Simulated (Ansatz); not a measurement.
Isomers of CH7NOSi2, relaxed with PBE0-D4/def2-TZVP in Ansatz; electronic energies, one conformer each and not always the lowest. Functionals use def2-TZVPP; CBS adds triple-zeta CCSD(T) − MP2 to the MP2 limit of def2-TZVPP and def2-QZVPP.

**Question.** Order them by energy at frozen-core CCSD(T)/CBS, lowest first. (Best estimate.)
A. `N[C@H]1O[Si@@H]1[SiH3]`
B. `N=C([SiH3])O[SiH3]`
C. `[SiH3]N[SiH]1CO1`

**Answer.** C (0.0 kJ/mol), B (70.9 kJ/mol), A (166.9 kJ/mol).

**Question.** How do PBE-D4, B2PLYP, r2SCAN-D4, HF/CBS(def2) place them (kJ/mol, against `[SiH3]N[SiH]1CO1`)? (Estimate.)

**Answer.** The calculation gave: 
```json
{"isomer": "`N=C([SiH3])O[SiH3]`", "PBE-D4": "58.6", "B2PLYP": "62.5", "r2SCAN-D4": "68.3", "HF/CBS(def2)": "50.9"}
{"isomer": "`N[C@H]1O[Si@@H]1[SiH3]`", "PBE-D4": "128.3", "B2PLYP": "165.5", "r2SCAN-D4": "153.1", "HF/CBS(def2)": "192.4"}
```
